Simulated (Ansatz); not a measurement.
[Al(H2O)6]3+ (AlO6H12³⁺). Total charge 3; singlet. Geometry B3LYP-D4/def2-SVP.

```
atom   x (Å)   y (Å)   z (Å)
 Al1   0.001   0.000   0.000
  O2   0.741  -1.777   0.163
  H3   1.690  -2.023   0.144
  H4   0.238  -2.611   0.279
  O5  -0.750   1.773  -0.159
  H6  -1.701   2.009  -0.132
  H7  -0.257   2.612  -0.280
  O8  -0.090  -0.211  -1.918
  H9   0.195  -0.993  -2.436
 H10  -0.428   0.445  -2.564
 O11   0.098   0.216   1.918
 H12   0.422  -0.444   2.566
 H13  -0.165   1.008   2.432
 O14   1.781   0.731  -0.169
 H15   2.279   0.873  -1.002
 H16   2.363   1.033   0.560
 O17  -1.779  -0.733   0.166
 H18  -2.284  -0.866   0.996
 H19  -2.355  -1.042  -0.565
```

B3LYP takes the VWN-RPA correlation.

Q: Estimate the orbital energies around the gap (eV) in Ansatz with PBE-D4/def2-SVP, r2SCAN-D4/def2-TZVP, B3LYP-D4/6-31G, PBE0-D4/def2-TZVP, CAM-B3LYP-D4/def2-TZVP.

A: 
```json
{"orbital": "HOMO−5", "PBE-D4/def2-SVP": "-22.21", "r2SCAN-D4/def2-TZVP": "-22.79", "B3LYP-D4/6-31G": "-23.65", "PBE0-D4/def2-TZVP": "-24.28", "CAM-B3LYP-D4/def2-TZVP": "-25.84"}
{"orbital": "HOMO−4", "PBE-D4/def2-SVP": "-22.21", "r2SCAN-D4/def2-TZVP": "-22.79", "B3LYP-D4/6-31G": "-23.65", "PBE0-D4/def2-TZVP": "-24.27", "CAM-B3LYP-D4/def2-TZVP": "-25.84"}
{"orbital": "HOMO−3", "PBE-D4/def2-SVP": "-22.20", "r2SCAN-D4/def2-TZVP": "-22.78", "B3LYP-D4/6-31G": "-23.65", "PBE0-D4/def2-TZVP": "-24.27", "CAM-B3LYP-D4/def2-TZVP": "-25.83"}
{"orbital": "HOMO−2", "PBE-D4/def2-SVP": "-22.15", "r2SCAN-D4/def2-TZVP": "-22.73", "B3LYP-D4/6-31G": "-23.63", "PBE0-D4/def2-TZVP": "-24.20", "CAM-B3LYP-D4/def2-TZVP": "-25.76"}
{"orbital": "HOMO−1", "PBE-D4/def2-SVP": "-22.15", "r2SCAN-D4/def2-TZVP": "-22.73", "B3LYP-D4/6-31G": "-23.62", "PBE0-D4/def2-TZVP": "-24.20", "CAM-B3LYP-D4/def2-TZVP": "-25.76"}
{"orbital": "HOMO", "PBE-D4/def2-SVP": "-22.15", "r2SCAN-D4/def2-TZVP": "-22.73", "B3LYP-D4/6-31G": "-23.62", "PBE0-D4/def2-TZVP": "-24.20", "CAM-B3LYP-D4/def2-TZVP": "-25.76"}
{"orbital": "LUMO", "PBE-D4/def2-SVP": "-13.67", "r2SCAN-D4/def2-TZVP": "-13.25", "B3LYP-D4/6-31G": "-13.13", "PBE0-D4/def2-TZVP": "-12.96", "CAM-B3LYP-D4/def2-TZVP": "-12.10"}
{"orbital": "LUMO+1", "PBE-D4/def2-SVP": "-12.10", "r2SCAN-D4/def2-TZVP": "-11.61", "B3LYP-D4/6-31G": "-11.58", "PBE0-D4/def2-TZVP": "-11.40", "CAM-B3LYP-D4/def2-TZVP": "-10.58"}
{"orbital": "LUMO+2", "PBE-D4/def2-SVP": "-12.10", "r2SCAN-D4/def2-TZVP": "-11.61", "B3LYP-D4/6-31G": "-11.58", "PBE0-D4/def2-TZVP": "-11.40", "CAM-B3LYP-D4/def2-TZVP": "-10.58"}
{"orbital": "LUMO+3", "PBE-D4/def2-SVP": "-12.10", "r2SCAN-D4/def2-TZVP": "-11.60", "B3LYP-D4/6-31G": "-11.58", "PBE0-D4/def2-TZVP": "-11.40", "CAM-B3LYP-D4/def2-TZVP": "-10.58"}
{"orbital": "LUMO+4", "PBE-D4/def2-SVP": "-11.12", "r2SCAN-D4/def2-TZVP": "-10.55", "B3LYP-D4/6-31G": "-10.40", "PBE0-D4/def2-TZVP": "-10.37", "CAM-B3LYP-D4/def2-TZVP": "-9.55"}
{"orbital": "LUMO+5", "PBE-D4/def2-SVP": "-11.12", "r2SCAN-D4/def2-TZVP": "-10.55", "B3LYP-D4/6-31G": "-10.40", "PBE0-D4/def2-TZVP": "-10.37", "CAM-B3LYP-D4/def2-TZVP": "-9.55"}
```
